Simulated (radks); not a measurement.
Neutral nickel inside a hard spherical wall (all orbitals vanish at R), configuration held at [Ar] 3d8 4s2 and not refilled when levels cross. Calculated with a radial shooting solver on a logarithmic mesh with Libxc functionals: scalar-relativistic Kohn-Sham, LDA (Slater exchange, Perdew-Wang correlation), spin-polarised, spherical densities, point nucleus; open shells are filled with parallel spins first. Eigenvalues in eV for spin up, with the zero of energy where the potential of the charges vanishes at infinity; a dash marks a level that is unbound or too diffuse for the functional's potential to be trusted. A positive occupied level is held by the wall or, in an anion where self-interaction has pushed it up, behind a barrier. The pressure on the wall is -dE/dV.

R (bohr)  E (hartree)  kinetic (hartree)    e(3s)    e(3p)   e(3d)   e(4s)  e(4p, empty)  e(5s, empty)  pressure (GPa)
free      -1518.09471           1538.514  -111.48  -72.211  -9.991  -6.023        -1.394        -0.026               0
15        -1518.09471           1538.514  -111.48  -72.211  -9.990  -6.023        -1.392         0.309        < 0.0001
10        -1518.09456           1538.516  -111.46  -72.196  -9.976  -6.011        -1.312         1.514         0.00438
8         -1518.09287           1538.530  -111.36  -72.090  -9.872  -5.917        -1.038         3.513          0.0836
7         -1518.08837           1538.562  -111.16  -71.892  -9.679  -5.732        -0.635         5.719           0.373
5         -1518.01978           1538.909  -109.55  -70.290  -8.131  -3.966         2.310        18.156            8.83
4         -1517.82061           1539.718  -106.80  -67.559  -5.507  -0.289         7.531        36.964            54.2
3.5       -1517.54488           1540.732  -104.01  -64.817  -2.844   4.000        13.173        55.655             151
2.5       -1515.39831           1547.909  -90.600  -51.658  10.695  30.987        45.528        150.00            1810
2         -1510.91616           1562.276  -73.186  -34.181  30.078  77.867        97.194        282.49            9050
1.5       -1494.03661           1612.892  -28.941   12.161  81.985  222.15        244.91        623.86           68200
